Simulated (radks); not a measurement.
Question: These are the eigenvalues of the occupied orbitals of an atom or ion with whole-number occupations (eV). Calculated with a radial shooting solver on a logarithmic mesh with Libxc functionals: scalar-relativistic Kohn-Sham, PBE, spin-polarised, spherical densities, finite nucleus; Fermi nuclear charge, rms radius of each element as measured or else 0.836 A^(1/3) + 0.57 fm.

orbital  eigenvalue
1s up     -17816.83
1s down   -17802.20
2s up     -3818.482
2s down   -3794.155
2p up     -3621.038
2p down   -3591.672

Which element is it, and in what charge state? The configuration may be excited. Open shells, if any, are filled with parallel spins first.

Answer: Z = 38, strontium, charge +30: Sr30+ in [He] 2s2 2p4. The list shows which subshells hold electrons but not how many an open one holds; the 1s level, -654.76 hartree, gives Z - s = 36.2 by -(Z - s)^2/2, which with screening and relativity narrows Z to a few neighbours, and the depths of the outer levels then fix element, charge and occupations together.
